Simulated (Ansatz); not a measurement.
Input for Ansatz (a program for electronic structure): R-wB97X-V/def2-TZVPPD on CH3NO (a complex), monomers drawn apart or pushed together. Files ending in .json are basis or fitting sets from the Basis Set Exchange.

Ansatz 0.2 input:
```yaml
crystal:
  periodic: [false, false, false]
  atoms:
    - {symbol: O, position_ang: [-0.08341499, -0.07770817, -0.10327484]}
    - {symbol: H, position_ang: [0.70905031, -0.23245263, -0.62766798]}
    - {symbol: H, position_ang: [-0.82821435, -0.23088250, -0.69383275]}
    - {symbol: C, position_ang: [-0.20891882, -0.25020296, 2.77388020]}
    - {symbol: N, position_ang: [-0.25785510, -0.33697283, 3.91661616]}
    - {symbol: H, position_ang: [-0.16286633, -0.17196751, 1.70053078]}
basis:
  gaussian:
    orbitals: def2-TZVPPD.json
hamiltonian:
  xc: {name: wB97X-V}
scf: {lower_state_search: off}
```

The log:

```
WARN ansatz: RAYON_NUM_THREADS=1 ignored (pool sized by the plan → 1); use --threads N
Functional definition: wB97X-V
these checks for a lower state are left out or cut short: stability, starts, cluster_reference, orbital_swaps, neighbouring_geometries, increment
integrals: 0.06 GiB planned
714 factors; their error is unknown
integrals: 0.10 GiB planned
216 factors; integrals over basis functions are off by at most 7.2e-5 eV
mean field: 0.67 GiB planned
mean field evaluation 1: about -4617.5482 eV, gradient 5.4e1 eV
mean field evaluation 2: about -4616.5673 eV, gradient 6.0e1 eV
mean field evaluation 4: about -4622.4892 eV, gradient 3.2e0 eV
mean field evaluation 8: about -4622.5130 eV, gradient 4.0e-2 eV
mean field evaluation 16: about -4622.5130 eV, gradient 3.9e-6 eV
mean field -4622.51298035 eV, -169.8742187761 hartree, gradient 3.9e-6 eV, S^2 0.000000; 0 other end points of the search recorded, 0 dependent functions left out
reference -4622.51297807 eV, -169.8742186922 hartree; 12, 12 occupied and 153, 153 virtual orbitals, 714 factors
Total energy: -4622.51297807 eV, -169.8742186922 hartree
Checks for a lower state left out: stability, starts, cluster_reference, orbital_swaps, neighbouring_geometries, increment
```

The calculation finished and met its thresholds.

Cost: about 1.7 core-seconds (a rough figure).
